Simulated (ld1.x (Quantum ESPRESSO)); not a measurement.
Values are calculated unless marked as measured or tabulated.
Potentials for Ag (Z = 47) compared

Generated with ld1.x 7.5 (TM, RRKJ, ultrasoft, PAW), atompaw 4.2 or ONCVPSP 4.0.1. The cutoff is in Ry: for ld1.x and atompaw files where the sum of valence levels is converged to 10 mRy in a Bessel basis, for ONCV files where the hardest occupied wave has 1 mHa per electron of residual kinetic energy. The error is the largest all-electron minus pseudo excitation energy over each file’s own four to seven test configurations (ionisations up to +4, promotions, holes and added fractions of an electron), all of which were solved. The labels leave out finer settings (local radius, basis sizes, second energies), which also bear on the numbers. Spin-polarised tests are not counted. The rows are a selection from randomly drawn settings: files with unsolved tests, undetermined cutoffs or missed reference levels are left out.

| potential | cutoff (Ry) | largest error (meV) | bound ghosts |
| --- | --- | --- | --- |
| TM, PBE, scalar-relativistic, rc 1.85/3.25/1.80 (spd), local s, core correction no, reference 4d10 5s0.5 5p0 | 60 | -127 | none |
| TM semilocal, LDA (PZ), scalar-relativistic, rc 1.15/1.10/1.30 (spd), local s, core correction no, reference 4s2 4p6 4d9 5s0 5p0 | 160 | +447 | none |
| PAW, PBE, scalar-relativistic, rc 2.75/2.75/2.10 (spd), local smoothed, core correction yes, reference 4d9 5s2 5p0 | 25 | -118 | none |

Q: Fill in the row for Ag: PAW, PBE, scalar-relativistic, rc 2.80/1.50/1.55 (spd), local smoothed, core correction yes, reference 4p6 4d10 5s1 5p0.

A: cutoff 55 Ry, largest error -50 meV, bound ghosts: none.

Q: Fill in the row for Ag: RRKJ, LDA (PZ), scalar-relativistic, rc 1.65/1.20/1.75 (spd), local s, core correction no, reference 4p6 4d8 5s0 5p0.

A: cutoff 100 Ry, largest error -639 meV, bound ghosts: none.

Q: Fill in the row for Ag: PAW, PBEsol, scalar-relativistic, rc 1.25/1.80/1.20 (spd), local smoothed, core correction yes, reference 4s2 4p6 4d9 5s2 5p0.

A: cutoff 80 Ry, largest error -26 meV, bound ghosts: none.
